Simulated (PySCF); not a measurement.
**Correlation energy of Co²⁵⁺ (cobalt, charge +25)**

1s2, closed-shell 1S. Computed with PySCF 2.14 in an even-tempered Gaussian basis (17 s from 28 bohr⁻², ratio 2.2; 7 p from 43 bohr⁻², ratio 2.4; 4 d from 130 bohr⁻², ratio 2.4; 3 f from 190 bohr⁻², ratio 2.4; 3 g from 290 bohr⁻², ratio 2.4), with the spin-free X2C one-electron Hamiltonian (Gaussian nucleus). Frozen: nothing; 2 electrons correlated; the 9 highest virtual orbitals of each spin left out.

With two correlated electrons CCSD is exact within the correlated space (frozen core and kept virtual orbitals).

| level | correlation energy (mhartree) |
| --- | --- |
| CCSD | -48.79 |

Diagnostics: T1 = 4.7e-06, D1 = 0.0000, largest double amplitude 0.001.

Problem. Is a single reference adequate?

Solution. Yes, within this model without spin-orbit coupling: T1 lies below 0.03 and no double amplitude reaches 0.07.
